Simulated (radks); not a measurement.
Results of a calculation; reference values are marked as such.
Numerical settings for neutral silicon, [Ne] 3s2 3p2. Code: a radial shooting solver on a logarithmic mesh with Libxc functionals. Model: non-relativistic Kohn-Sham, r2SCAN, spin-polarised, spherical densities, point nucleus; open shells are filled with parallel spins first; meta-GGA in the generalised Kohn-Sham scheme. The defaults (mesh step 0.008 in ln r, mesh end at 40 bohr or more with all orbitals vanishing there, Anderson mixing 0.5 over 9 steps, residual threshold near 1e-9 with the energy settled to 1e-9 hartree or 1e-11 of itself, here a cap of 51 iterations) give E = -289.343 hartree and 3p at -4.846 eV in 11 iterations. Run on one thread of a shared host, so times are rough (Intel(R) Xeon(R) 6975P-C): 0.09 s of CPU time, 0.09 s wall, 11 iterations on 2597 mesh points. Changes against that run (0 stands for a change within the tolerance of the run):

setting,iterations,converged,E (mhartree),e(3p) (meV),CPU (s)
mesh step in ln r 0.12,2,no,diverged,-,0.01
mesh step in ln r 0.05,11,yes,-0.0481,-0.0403,0.02
mesh step in ln r 0.003,11,yes,0,0,0.23
mesh end (bohr) 12,11,yes,+0.016,+1.84,0.08
mesh end (bohr) 5,11,yes,+87.2,+2.26e+03,0.08
residual threshold 0.1,9,yes,0,-0.123,0.07
residual threshold 1e-05,10,yes,0,-0.0246,0.08
mixing 1.5,11,yes,0,0,0.09
"linear mixing, mixing 0.5",24,yes,0,-0.00618,0.14
"linear mixing, mixing 0.05",51,no,+0.312,-182,0.33
mixing history 20,11,yes,0,0,0.09
iteration cap 8,8,no,0,-0.123,0.08

Settings that end as converged yet miss the energy by more than 1 mhartree: mesh end (bohr) 5 (+0.0872 hartree). A mesh that ends early acts as a hard wall.
